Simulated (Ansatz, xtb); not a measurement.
Relative energy of two isomers of CH6BGeNSi

We compare a, `B[Si@@H]([GeH3])C#N`, a singlet, with b, `[BH2][Ge@@H]([SiH3])[C]#N`, a singlet. Both are isolated molecules in the gas phase, relaxed with B3LYP/def2-SVP; the shapes shown needn't be the lowest conformers.

a (Å):

```xyz
11

C    -1.2286   -0.1187   -1.7666
B     1.6508    1.3300   -1.8610
Ge    0.0545    0.7885    1.3053
N    -2.2762   -0.1767   -2.2661
Si    0.4480    0.0097   -0.9545
H     1.2140    2.2092   -2.5563
H     2.8347    1.2939   -1.6384
H     0.9876   -1.3780   -0.8806
H     1.3918    0.8148    2.0739
H    -0.5449    2.2078    1.2854
H    -0.9227   -0.1737    2.0076
```

b (Å):

```xyz
11

C    -1.1081   -0.6904   -1.4173
B     1.4162    1.3054   -2.1644
Ge    0.5990    0.0064   -0.7918
N    -2.1386   -1.0815   -1.7845
Si    0.1184    1.0839    1.3184
H     0.7442    1.7986   -3.0304
H     2.5743    1.6147   -2.0518
H     1.4643   -1.2434   -0.5253
H    -0.7777    2.2515    1.0889
H     1.4031    1.5503    1.9149
H    -0.5383    0.1045    2.2277
```

Quicker runs give these differences E(b) − E(a): GFN2-xTB −7.80 kcal/mol; HF/STO-3G −0.15 kcal/mol (at GFN2-xTB geometries); r2SCAN-D4/def2-SVP +2.70 kcal/mol (at GFN2-xTB geometries).

Task: Estimate E(b) − E(a) at the level CCSD(T)/def2-SVP + ΔMP2/def2-TZVPP.

Result: Too close to call at this level: CCSD(T)/def2-SVP + ΔMP2/def2-TZVPP gives E(b) − E(a) = −0.26 kcal/mol.

Level by level:

| level | geometry | E(b) − E(a) (kcal/mol) | departure from the last row (kcal/mol) | job, with rough time for the two |
| --- | --- | --- | --- | --- |
| GFN2-xTB | GFN2-xTB | −7.80 | −7.54 | optimisation, 0.43 s |
| HF/STO-3G | GFN2-xTB | −0.15 | +0.11 | single point, 1 s |
| r2SCAN-D4/def2-SVP | GFN2-xTB | +2.70 | +2.96 | single point, 6.2 s |
| B3LYP/def2-SVP | B3LYP/def2-SVP | +1.73 | +1.99 | optimisation, 2.6 min |
| HF/def2-SVP | B3LYP/def2-SVP | +0.70 | +0.96 | part of the CCSD(T) run |
| MP2/def2-SVP | B3LYP/def2-SVP | +1.14 | +1.40 | part of the CCSD(T) run |
| CCSD(T)/def2-SVP | B3LYP/def2-SVP | +1.42 | +1.68 | single point |
| CCSD(T)/def2-SVP + ΔMP2/def2-TZVPP | B3LYP/def2-SVP | −0.26 |  | single point, 70 s |

As drawn, b has 1 B–Ge, 1 C–Ge, 2 Si–H in place of 1 B–Si, 1 C–Si, 2 Ge–H.

The largest departure from CCSD(T)/def2-SVP + ΔMP2/def2-TZVPP is that of GFN2-xTB, 7.54 kcal/mol. The last row adds to CCSD(T) the change of the MP2 difference between the two basis sets, here −1.68 kcal/mol.

With thermal terms from frequencies at re-optimised GFN2-xTB minima (ideal gas, soft modes damped towards free rotors, one conformer each, 298.15 K, 1 atm): the zero-point term adds +0.35 kcal/mol; ΔH is +0.09 and ΔG +0.26 kcal/mol.

The correlated steps freeze 17 core orbitals; the filled d shell of Ge is correlated, in a basis made for valence electrons. Codes used: Ansatz 0.2.0, xtb 6.7.1; the last row on 2 threads of AMD EPYC 7R43 64-Core Processor (Zen 3) on a shared host.
